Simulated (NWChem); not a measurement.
System: C₃H₆OSi; SMILES CC1=CO[SiH2]1

NWChem input:

```
start job
memory heap 200 mb stack 900 mb global 1100 mb
geometry units angstroms noautoz
  C      0.273844    -2.218458     0.000000
  C      0.002441    -0.749366     0.000000
  C     -1.166186    -0.073489     0.000000
  O     -0.954893     1.309834     0.000000
  Si     0.739803     0.952512     0.000000
  H      0.852182    -2.526013    -0.881163
  H      0.852182    -2.526013     0.881163
  H     -0.659310    -2.795679     0.000000
  H     -2.205688    -0.402598     0.000000
  H      1.429926     1.472418    -1.209661
  H      1.429926     1.472418     1.209661
end
basis spherical
  * library def2-svp
end
dft
  xc b3lyp
  iterations 150
  mulliken
end
task dft energy
```

Excerpt of the output:

```
             Northwest Computational Chemistry Package (NWChem) 7.3.0
             --------------------------------------------------------

 CS  symmetry detected

                             Geometry "geometry" -> ""
                             -------------------------

 Output coordinates in angstroms (scale by  1.889725989 to convert to a.u.)

  No.       Tag          Charge          X              Y              Z
 ---- ---------------- ---------- -------------- -------------- --------------
    1 C                    6.0000     0.19834592    -2.23466862     0.00000000
    2 C                    6.0000    -0.00987707    -0.75529913     0.00000000
    3 C                    6.0000    -1.14847911    -0.02998253     0.00000000
    4 O                    8.0000    -0.87812322     1.34301964     0.00000000
    5 Si                  14.0000     0.79971075     0.91343063     0.00000000
    6 H                    1.0000     0.76297845    -2.56671534    -0.88116300
    7 H                    1.0000     0.76297845    -2.56671534     0.88116300
    8 H                    1.0000    -0.75867771    -2.77138665     0.00000000
    9 H                    1.0000    -2.20112485    -0.31426072     0.00000000
   10 H                    1.0000     1.51147128     1.40329689    -1.20966100
   11 H                    1.0000     1.51147128     1.40329689     1.20966100

 Effective nuclear repulsion energy (a.u.)     219.1111283846

      Symmetry information
      --------------------

 Group name             Cs
 Group number              2
 Group order               2
 No. of unique centers     9

                                 NWChem DFT Module
                                 -----------------

 Summary of "ao basis" -> "ao basis" (spherical)
 ------------------------------------------------------------------------------
       Tag                 Description            Shells   Functions and Types
 ---------------- ------------------------------  ------  ---------------------
 C                          def2-svp                 6       14   3s2p1d
 O                          def2-svp                 6       14   3s2p1d
 Si                         def2-svp                 8       18   4s3p1d
 H                          def2-svp                 3        5   2s1p

      Symmetry analysis of basis
      --------------------------

        a'         71
        a"         33

            General Information
            -------------------
          SCF calculation type: DFT
          Wavefunction type:  closed shell.
          No. of atoms     :    11
          No. of electrons :    46
           Alpha electrons :    23
            Beta electrons :    23
          Charge           :     0
          Spin multiplicity:     1
          Use of symmetry is: on ; symmetry adaption is: on
          Maximum number of iterations: 150
          AO basis - number of functions:   104
                     number of shells:    50
          Convergence on energy requested:  1.00D-06
          Convergence on density requested:  1.00D-05
          Convergence on gradient requested:  5.00D-04

              XC Information
              --------------
                         B3LYP Method XC Potential
                     Hartree-Fock (Exact) Exchange  0.200
                        Slater Exchange Functional  0.800 local
                    Becke 1988 Exchange Functional  0.720 non-local
              Lee-Yang-Parr Correlation Functional  0.810
                  VWN I RPA Correlation Functional  0.190 local

             Grid Information
             ----------------
          Grid used for XC integration:  medium
          Radial quadrature: Mura-Knowles
          Angular quadrature: Lebedev.
          Tag              B.-S. Rad. Rad. Pts. Rad. Cut. Ang. Pts.
          ---              ---------- --------- --------- ---------
          C                   0.70       49          11.0       434
          O                   0.60       49          11.0       434
          Si                  1.10       88          11.0       590
          H                   0.35       45          12.0       434
          Grid pruning is: on
          Number of quadrature shells:   464
          Spatial weights used:  Erf1

      Superposition of Atomic Density Guess
      -------------------------------------

 Sum of atomic energies:        -479.29980384

      Non-variational initial energy
      ------------------------------

 Total energy =    -482.156454
 1-e energy   =   -1092.936482
 2-e energy   =     391.668900
 HOMO         =      -0.270814
 LUMO         =       0.027873

      Symmetry analysis of molecular orbitals - initial
      -------------------------------------------------

  Numbering of irreducible representations:

     1 a'          2 a"

  Orbital symmetries:

     1 a'          2 a'          3 a'          4 a'          5 a'
     6 a'          7 a'          8 a"          9 a'         10 a'
    11 a'         12 a'         13 a'         14 a'         15 a'
    16 a'         17 a"         18 a"         19 a'         20 a'
    21 a"         22 a'         23 a"         24 a"         25 a'
    26 a'         27 a'         28 a'         29 a'         30 a"
    31 a'         32 a'         33 a"

     ---------------------------------------------
      Total Density - Mulliken Population Analysis
     ---------------------------------------------

    Atom       Charge   Shell Charges
 -----------   ------   -------------------------------------------------------
    1 C    6     6.14   1.99  0.95  0.12  2.04  1.01  0.03
    2 C    6     6.56   1.99  1.00  0.33  2.05  1.15  0.04
    3 C    6     5.62   1.99  0.94  0.27  1.71  0.64  0.07
    4 O    8     8.78   1.99  1.11  0.72  3.02  1.93  0.01
    5 Si  14    13.11   2.00  1.99  0.97  0.25  5.93  0.99  0.74  0.23
    6 H    1     0.90   0.67  0.20  0.03
    7 H    1     0.90   0.67  0.20  0.03
    8 H    1     0.91   0.67  0.21  0.03
    9 H    1     0.93   0.68  0.23  0.02
   10 H    1     1.09   0.70  0.38  0.01
   11 H    1     1.09   0.70  0.38  0.01

   convergence    iter        energy       DeltaE   RMS-Dens  Diis-err
 ---------------- ----- ----------------- --------- --------- ---------
 d= 0,ls=0.0,diis     1   -482.3327561662 -7.01D+02  1.20D-02  5.96D-01
 d= 0,ls=0.0,diis     2   -482.3136221141  1.91D-02  6.91D-03  9.43D-01
 d= 0,ls=0.0,diis     3   -482.4008834118 -8.73D-02  2.06D-03  6.76D-02
 d= 0,ls=0.0,diis     4   -482.4052200987 -4.34D-03  1.01D-03  1.67D-02
 d= 0,ls=0.0,diis     5   -482.4071695464 -1.95D-03  3.01D-04  1.17D-03
  Resetting Diis
 d= 0,ls=0.0,diis     6   -482.4073269314 -1.57D-04  5.68D-05  2.93D-05
 d= 0,ls=0.0,diis     7   -482.4073309276 -4.00D-06  2.56D-05  2.22D-06
 d= 0,ls=0.0,diis     8   -482.4073307455  1.82D-07  1.48D-05  3.48D-06
 d= 0,ls=0.0,diis     9   -482.4073312296 -4.84D-07  9.09D-07  1.51D-08

         Total DFT energy =     -482.407331229609
      One electron energy =    -1097.014162181966
           Coulomb energy =      443.540063106201
    Exchange-Corr. energy =      -48.044360538402
 Nuclear repulsion energy =      219.111128384558

 Numeric. integr. density =       46.000004077338

                  Occupations of the irreducible representations
                  ----------------------------------------------

                     irrep           alpha         beta
                     --------     --------     --------
                     a'               18.0         18.0
                     a"                5.0          5.0

                       DFT Final Molecular Orbital Analysis
                       ------------------------------------

 Vector   21  Occ=2.000000D+00  E=-3.357106D-01  Symmetry=a"
              MO Center=  7.2D-01,  1.1D+00, -2.7D-14, r^2= 3.1D+00
   Bfn.  Coefficient  Atom+Function         Bfn.  Coefficient  Atom+Function
  ----- ------------  ---------------      ----- ------------  ---------------
    95      0.297423  10 H  s               100     -0.297423  11 H  s
    48      0.275340   4 O  pz               66     -0.227929   5 Si pz
    96      0.208130  10 H  s               101     -0.208130  11 H  s
    34      0.193737   3 C  pz               51      0.192521   4 O  pz
    37      0.140307   3 C  pz               63      0.124200   5 Si pz

 Vector   22  Occ=2.000000D+00  E=-3.034801D-01  Symmetry=a'
              MO Center=  1.5D-01, -3.0D-01, -6.3D-15, r^2= 3.3D+00
   Bfn.  Coefficient  Atom+Function         Bfn.  Coefficient  Atom+Function
  ----- ------------  ---------------      ----- ------------  ---------------
    18      0.330148   2 C  px               65     -0.247319   5 Si py
    19      0.207028   2 C  py               32     -0.192260   3 C  px
    85      0.177243   8 H  s                21      0.175546   2 C  px
    68     -0.162841   5 Si py               90      0.162588   9 H  s
    47      0.138750   4 O  py               62      0.131511   5 Si py

 Vector   23  Occ=2.000000D+00  E=-2.296692D-01  Symmetry=a"
              MO Center= -4.5D-01, -6.6D-02, -4.8D-16, r^2= 2.5D+00
   Bfn.  Coefficient  Atom+Function         Bfn.  Coefficient  Atom+Function
  ----- ------------  ---------------      ----- ------------  ---------------
    48     -0.388536   4 O  pz               20      0.384111   2 C  pz
    23      0.333860   2 C  pz               51     -0.320581   4 O  pz
    34      0.284246   3 C  pz               37      0.166889   3 C  pz
    75      0.118816   6 H  s                80     -0.118816   7 H  s
     6     -0.097865   1 C  pz               76      0.085282   6 H  s

 Vector   24  Occ=0.000000D+00  E=-3.608904D-03  Symmetry=a'
              MO Center=  1.0D+00,  7.4D-01,  2.5D-15, r^2= 3.5D+00
   Bfn.  Coefficient  Atom+Function         Bfn.  Coefficient  Atom+Function
  ----- ------------  ---------------      ----- ------------  ---------------
    17      0.871859   2 C  s                68      0.815236   5 Si py
    67     -0.614304   5 Si px               60     -0.463282   5 Si s
    45     -0.441750   4 O  s                31     -0.305027   3 C  s
    22      0.265829   2 C  py                3      0.263768   1 C  s
    36      0.216250   3 C  py               65      0.187758   5 Si py

 Vector   25  Occ=0.000000D+00  E= 2.216089D-03  Symmetry=a"
              MO Center= -4.2D-01, -1.1D-01, -5.0D-16, r^2= 3.0D+00
   Bfn.  Coefficient  Atom+Function         Bfn.  Coefficient  Atom+Function
  ----- ------------  ---------------      ----- ------------  ---------------
    37      0.621827   3 C  pz               69     -0.507729   5 Si pz
    34      0.474921   3 C  pz               23     -0.459998   2 C  pz
    96     -0.394748  10 H  s               101      0.394748  11 H  s
    20     -0.335675   2 C  pz               51     -0.145373   4 O  pz
    48     -0.143486   4 O  pz               76     -0.127126   6 H  s

 Vector   26  Occ=0.000000D+00  E= 6.228750D-02  Symmetry=a'
              MO Center=  8.9D-01,  2.6D-01, -2.7D-14, r^2= 6.8D+00
   Bfn.  Coefficient  Atom+Function         Bfn.  Coefficient  Atom+Function
  ----- ------------  ---------------      ----- ------------  ---------------
     3      1.588048   1 C  s                67      1.267774   5 Si px
    68      0.987856   5 Si py               96     -0.872849  10 H  s
   101     -0.872849  11 H  s                76     -0.634460   6 H  s
    81     -0.634460   7 H  s                22      0.604641   2 C  py
    59      0.507134   5 Si s                86     -0.492127   8 H  s

     ---------------------------------------------
      Total Density - Mulliken Population Analysis
     ---------------------------------------------

    Atom       Charge   Shell Charges
 -----------   ------   -------------------------------------------------------
    1 C    6     5.89   1.98  0.91  0.01  2.13  0.83  0.03
    2 C    6     6.32   1.99  0.92  0.32  2.11  0.95  0.03
    3 C    6     5.81   1.99  0.93  0.24  2.01  0.58  0.07
    4 O    8     8.44   1.99  1.09  0.73  2.86  1.75  0.01
    5 Si  14    13.38   2.00  1.98  1.05  0.17  5.93  1.25  0.69  0.31
    6 H    1     0.98   0.74  0.21  0.02
    7 H    1     0.98   0.74  0.21  0.02
    8 H    1     0.99   0.75  0.23  0.02
    9 H    1     0.99   0.75  0.22  0.02
   10 H    1     1.10   0.75  0.35  0.01
   11 H    1     1.10   0.75  0.35  0.01

     -------------------------------------------
      Total Density - Lowdin Population Analysis
     -------------------------------------------

    Atom       Charge   Shell Charges
 -----------   ------   -------------------------------------------------------
    1 C    6     6.05   1.96  0.57  0.30  1.90  1.25  0.08
    2 C    6     6.26   1.97  0.63  0.32  1.96  1.30  0.08
    3 C    6     5.92   1.96  0.61  0.30  1.81  1.07  0.16
    4 O    8     8.28   1.97  0.93  0.63  2.72  2.00  0.02
    5 Si  14    13.39   2.00  1.93  0.65  0.33  5.81  1.24  0.96  0.47
    6 H    1     0.97   0.64  0.26  0.06
    7 H    1     0.97   0.64  0.26  0.06
    8 H    1     0.97   0.64  0.27  0.06
    9 H    1     0.99   0.64  0.28  0.07
   10 H    1     1.10   0.65  0.43  0.02
   11 H    1     1.10   0.65  0.43  0.02

     Multipole analysis of the density
     ---------------------------------

     L   x y z        total         alpha         beta         nuclear
     -   - - -        -----         -----         ----         -------
     0   0 0 0     -0.000000    -23.000000    -23.000000     46.000000

     1   1 0 0      0.339542      0.169771      0.169771      0.000000
     1   0 1 0     -0.549176     -0.274588     -0.274588      0.000000
     1   0 0 1      0.000000      0.000000      0.000000      0.000000

     2   2 0 0    -26.516641    -74.728636    -74.728636    122.940632
     2   1 1 0      1.823141     -1.773295     -1.773295      5.369730
     2   1 0 1     -0.000000     -0.000000     -0.000000      0.000000
     2   0 2 0    -28.687014   -165.033836   -165.033836    301.380658
     2   0 1 1      0.000000      0.000000      0.000000      0.000000
     2   0 0 2    -28.941726    -22.469076    -22.469076     15.996425
```

Level: B3LYP/def2-SVP. All runs use the structure optimised with B3LYP/6-31G* (spherical d). B3LYP is NWChem's, with the RPA form of VWN correlation.
